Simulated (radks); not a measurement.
Values are calculated unless marked as measured or tabulated.
Excited configurations of neutral rubidium: one electron is placed in a higher orbital outside [Kr]. The ground configuration is [Kr] 5s1. Code: a radial shooting solver on a logarithmic mesh with Libxc functionals. Model: Dirac Kohn-Sham, PBEsol, spin-unpolarised, spherical densities, point nucleus; open shells fill j = l - 1/2 first. Excitation = E - E(ground); binding = E(ion) - E, where the ion is the core of charge +1; n* = 1/sqrt(2 binding) in atomic units, and the quantum defect is n - n*.

| outer orbital | excitation (eV) | binding (eV) | n* | eigenvalue (eV) | <r> (bohr) |
|---|---|---|---|---|---|
| 5d3/2 | 2.820 | 1.249 | 3.300 | -0.644 | 14.44 |
| 5f5/2 | 3.452 | 0.617 | 4.697 | -0.359 | 29.90 |
| 6p1/2 | 2.695 | 1.374 | 3.147 | -0.799 | 14.93 |
| 7s1/2 | 3.022 | 1.047 | 3.605 | -0.661 | 20.85 |
| 7p1/2 | 3.222 | 0.847 | 4.009 | -0.530 | 25.21 |
| 7d3/2 | 3.520 | 0.549 | 4.977 | -0.349 | 38.04 |
| 7f5/2 | 3.733 | 0.335 | 6.368 | -0.221 | 62.83 |

The Delta-SCF ionisation energy is 4.069 eV (NIST Atomic Spectra Database: 4.177 eV, measured). Self-interaction in the functional shifts the binding energies and quantum defects, so they are the method's values and not measured ones. Spin polarisation and multiplet splitting are left out, so open shells lie too high by an amount that depends on their filling.

Beside tabulated values, note that spin-unpolarised runs miss the spin-polarisation part of the exchange energy of open shells.
